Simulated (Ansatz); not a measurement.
`B[C](=C)[AlH2]` + `CBS` → `BSBC` + `C=[CH][AlH2]`  (ligand exchange at a B–C bond)

Program: Ansatz. Geometries: PBE0-D4/def2-TZVP. ΔE: electronic, gas phase. CCSD(T)/CBS is the MP2 limit (def2-TZVPP, def2-QZVPP) plus CCSD(T) − MP2 in def2-TZVPP, frozen cores. Functionals use def2-TZVPP. Each species was taken in one conformer, which may not be the lowest.

`B[C](=C)[AlH2]`:

Z-matrix (Å, degrees):
```
B
C 1 1.544
H 1 1.202 2 119.3
H 1 1.199 2 122.1 3 180.0
C 2 1.350 1 116.5 3 -0.0
Al 2 1.951 1 125.8 3 180.0
H 5 1.092 2 121.6 1 0.0
H 5 1.091 2 123.2 1 -180.0
H 6 1.586 2 121.7 1 -0.0
H 6 1.591 2 117.4 1 180.0
```

`CBS`:

```xyz
8

C    -0.251   -0.966   -0.466
B    -0.039    0.506    0.000
S     0.946    0.841    1.446
H     0.101   -1.078   -1.498
H    -1.324   -1.188   -0.501
H     0.238   -1.723    0.150
H    -0.521    1.428   -0.588
H     0.850    2.181    1.457
```

`BSBC`:

Z-matrix (Å, degrees):
```
C
B 1 1.552
H 1 1.097 2 109.5
H 1 1.097 2 109.0 3 -114.1
H 1 1.091 2 115.5 3 123.3
S 2 1.815 1 120.6 3 -124.7
H 2 1.195 1 122.0 3 55.5
B 6 1.789 2 103.7 1 -179.7
H 8 1.191 6 120.3 2 -0.0
H 8 1.192 6 117.2 2 179.9
```

`C=[CH][AlH2]`:

Z-matrix (Å, degrees):
```
C
C 1 1.337
H 1 1.089 2 123.0
H 1 1.089 2 121.7 3 180.0
Al 2 1.938 1 119.6 3 -180.0
H 2 1.090 1 116.7 3 -0.0
H 5 1.588 2 122.1 1 179.9
H 5 1.588 2 116.8 1 -0.1
```

```
             level  ΔE (kJ/mol)  difference from CCSD(T)/CBS
         revPBE-D4        -53.0                          0.8
         r2SCAN-D4        -54.6                         -0.8
          BHLYP-D4        -50.5                          3.3
      CAM-B3LYP-D4        -50.8                          3.0
            B2PLYP        -52.8                          1.0
            r2SCAN        -54.7                         -0.9
           r2SCAN0        -54.3                         -0.5
     HF/def2-TZVPP        -49.9                          3.9
SCS-MP2/def2-TZVPP        -52.6                          1.2
   CCSD/def2-TZVPP        -52.1                          1.7
       CCSD(T)/CBS        -53.8                            0
```

Largest T1 diagnostic among the species: 0.013.

Leaving LDA and LC-ωPBE aside and taking each functional with its dispersion term where it has one, the values spread over 4.1 kJ/mol, from r2SCAN-D4 to BHLYP-D4.
